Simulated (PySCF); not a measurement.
**What the low excited states add to the polarisability**

Compound: C4H9O2P.
Geometry (GFN2-xTB, Å), atoms numbered from 1 in this order:
```xyz
16
C4H9O2P angstrom
C     -2.6203    0.4797    0.2207
C     -1.8000   -0.7984    0.0956
P     -0.3584   -0.5469   -1.0571
C      0.8284    0.1902    0.1484
O      0.5511    0.8842    1.0888
O      2.0580   -0.1206   -0.2539
C      3.1563    0.4197    0.4753
H     -2.0169    1.2678    0.6654
H     -2.9587    0.8131   -0.7588
H     -3.4913    0.3123    0.8513
H     -2.4082   -1.6015   -0.3289
H     -1.4343   -1.1140    1.0758
H      0.1901   -1.8238   -0.9175
H      3.4313   -0.2620    1.2824
H      2.8853    1.3890    0.8966
H      3.9799    0.5201   -0.2281
```

Theory: TDDFT B3LYP/def2-SVPD, vertical, gas phase, core orbitals frozen in the response (PySCF 2.14.0, density-fitted response routines).

Excitation energies and transition dipoles (atomic units, axes of the coordinates) of those of the lowest 8 singlets that add 0.02 au or more to the mean polarisability:

```csv
state,ΔE (hartree),μx,μy,μz
S1,0.1994,-0.408,-0.154,-0.342
S2,0.2293,0.206,0.294,0.227
S3,0.2311,-0.698,0.028,-0.216
S4,0.2497,0.545,0.303,-0.076
S5,0.2590,-0.212,-0.311,-0.384
S6,0.2660,0.026,-0.202,0.038
S7,0.2719,-0.055,-0.031,-0.323
S8,0.2777,0.115,0.116,0.275
```

Problem. What does each state add to αxx, αyy and αzz, and how do the sums compare with the full static tensor?

Solution. Each state adds 2 μα² / ΔE.

```tsv
state	αxx (au)	αyy (au)	αzz (au)
S1	1.67	0.24	1.17
S2	0.37	0.75	0.45
S3	4.21	0.01	0.40
S4	2.38	0.73	0.05
S5	0.35	0.75	1.14
S6	0.01	0.31	0.01
S7	0.02	0.01	0.77
S8	0.09	0.10	0.54
all 8 states	9.1	2.9	4.5
full response	104.5	72.4	75.9
share (%)	9	4	6
```

The rest comes from the higher roots of the same response equations.

Problem. Give the full tensor and its principal values.

Solution. In au, rows and columns x, y, z:
```
x   104.5   2.5   1.8
y     2.5  72.4   7.1
z     1.8   7.1  75.9
```
Principal values 66.8, 81.1 and 104.9 au; mean 84.3 au (12.49 Å³).

Problem. By how much does the contribution of these states grow at 532 nm?

Solution. With ω = 0.0856 hartree each state's term in the mean polarisability goes from f / ΔE² to f / (ΔE² − ω²), f = (2/3) ΔE |μ|²; the sum over all 8 states goes from 5.51 to 6.37 au, a rise of 0.86 au.

One conformer stands for the species.
